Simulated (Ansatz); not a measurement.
Bi₂Te₃⁻. Charge -1, multiplicity 2. Geometry r2SCAN-D4/def2-SVPD.

Cartesian coordinates in Å:
```
Bi 0.8629 0.8717 1.0070
Bi -0.5722 -1.1860 -0.8864
Te -1.4725 1.5898 -0.6122
Te -1.9705 -2.7580 0.9002
Te 3.1524 1.4825 -0.4086
```

In the def2 sets Bi, Te take a core potential; there is no spin–orbit coupling. Another isomer (doublet) lies 0.19 eV lower at PBE0-D4/def2-TZVPD; other spin states weren't run for this one.

Task: Estimate the α-spin orbital energies around the gap (eV) in Ansatz with PBE-D4/def2-TZVPD, BLYP-D4/def2-TZVPD, r2SCAN-D4/def2-TZVPD, PBE0-D4/def2-TZVPD.

Result: 
| orbital | PBE-D4/def2-TZVPD | BLYP-D4/def2-TZVPD | r2SCAN-D4/def2-TZVPD | PBE0-D4/def2-TZVPD |
| --- | --- | --- | --- | --- |
| HOMO−5 | -2.86 | -2.67 | -3.10 | -3.73 |
| HOMO−4 | -2.20 | -1.99 | -2.49 | -3.23 |
| HOMO−3 | -1.77 | -1.58 | -1.97 | -2.67 |
| HOMO−2 | -1.66 | -1.47 | -1.87 | -2.56 |
| HOMO−1 | -1.52 | -1.34 | -1.73 | -2.42 |
| HOMO | -1.42 | -1.22 | -1.69 | -2.28 |
| LUMO | 0.55 | 0.68 | 0.57 | 1.04 |
| LUMO+1 | 0.64 | 0.75 | 0.76 | 1.18 |
| LUMO+2 | 0.75 | 0.84 | 0.87 | 1.32 |
| LUMO+3 | 1.51 | 1.61 | 1.74 | 2.05 |
| LUMO+4 | 1.63 | 1.72 | 1.88 | 2.19 |
| LUMO+5 | 2.34 | 2.35 | 2.79 | 2.67 |
| β HOMO | -1.45 | -1.27 | -1.65 | -2.26 |
| β LUMO | -0.99 | -0.87 | -0.99 | -0.58 |
